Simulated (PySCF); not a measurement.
Species: H10NOPSi3.
Atom-mapped SMILES: `[NH2:1][Si@H:2]([PH2:3])[O:4][SiH2:5][SiH3:6]` (hydrogens: H7, H8 on N1; H9 on Si2; H10, H11 on P3; H12, H13 on Si5; H14, H15, H16 on Si6)

Computed geometry: GFN2-xTB, gas phase.

(1) Give the optimised bond lengths and angles.

## Answers

(1) 
```json
{"bond": "N1–Si2", "length (Å)": "1.719", "order": "single"}
{"bond": "Si2–P3", "length (Å)": "2.237", "order": "single"}
{"bond": "Si2–O4", "length (Å)": "1.618", "order": "single"}
{"bond": "O4–Si5", "length (Å)": "1.629", "order": "single"}
{"bond": "Si5–Si6", "length (Å)": "2.299", "order": "single"}
{"bond": "N1–H7, N1–H8", "length (Å)": "1.006", "order": "single"}
{"bond": "Si2–H9", "length (Å)": "1.468", "order": "single"}
{"bond": "P3–H10, P3–H11", "length (Å)": "1.384", "order": "single"}
{"bond": "Si5–H12", "length (Å)": "1.468", "order": "single"}
{"bond": "Si5–H13", "length (Å)": "1.471", "order": "single"}
{"bond": "Si6–H14, Si6–H15, Si6–H16", "length (Å)": "1.469", "order": "single"}
```

Bonds in one row agree within 0.01 Å and their mean is given. Orders are formal, as drawn. A selection of angles:
```json
{"angle": "Si2–N1–H7", "degrees": "119.1"}
{"angle": "H7–N1–H8", "degrees": "110.7"}
{"angle": "N1–Si2–P3", "degrees": "104.6"}
{"angle": "N1–Si2–O4", "degrees": "106.7"}
{"angle": "N1–Si2–H9", "degrees": "116.9"}
{"angle": "P3–Si2–O4", "degrees": "111.3"}
{"angle": "P3–Si2–H9", "degrees": "115.9"}
{"angle": "O4–Si2–H9", "degrees": "101.2"}
{"angle": "Si2–P3–H10", "degrees": "95.0"}
{"angle": "H10–P3–H11", "degrees": "92.4"}
{"angle": "Si2–O4–Si5", "degrees": "150.7"}
{"angle": "O4–Si5–Si6", "degrees": "103.8"}
{"angle": "O4–Si5–H12", "degrees": "108.0"}
{"angle": "O4–Si5–H13", "degrees": "105.5"}
{"angle": "Si6–Si5–H12", "degrees": "116.3"}
{"angle": "Si6–Si5–H13", "degrees": "116.0"}
{"angle": "H12–Si5–H13", "degrees": "106.4"}
{"angle": "Si5–Si6–H14", "degrees": "110.5"}
{"angle": "Si5–Si6–H15", "degrees": "115.4"}
{"angle": "Si5–Si6–H16", "degrees": "113.9"}
{"angle": "H14–Si6–H15", "degrees": "105.8"}
```

Torsions: N1–Si2–O4–Si5 93° (anticlinal); Si2–O4–Si5–Si6 -167° (antiperiplanar).

Si5 (oxygen-bound silicon) is distorted tetrahedral (angles from 103.8° to 116.3°). P3 (three-coordinate phosphorus) is pyramidal (angles 95.0°, 94.6° and 92.4°, sum 282.0°, 0.84 Å off the plane of its three neighbours). Si2 (oxygen-bound silicon) is distorted tetrahedral (angles from 101.2° to 116.9°). Si6 (SiH3 silicon) is distorted tetrahedral (angles from 105.0° to 115.4°). N1 (silicon-bound nitrogen) has angles 119.6°, 119.1° and 110.7°, sum 349.3°, 0.22 Å off the plane of its three neighbours.

Point group: C1 (no symmetry element, even within 0.4 Å). GFN2-xTB frequencies: not computed here. The numbers are those of one conformer (H–N1–Si2–P3 171° and -48°, N1–Si2–P3–H 90° and -177°, N1–Si2–O4–Si5 93°, Si2–O4–Si5–Si6 -167°).
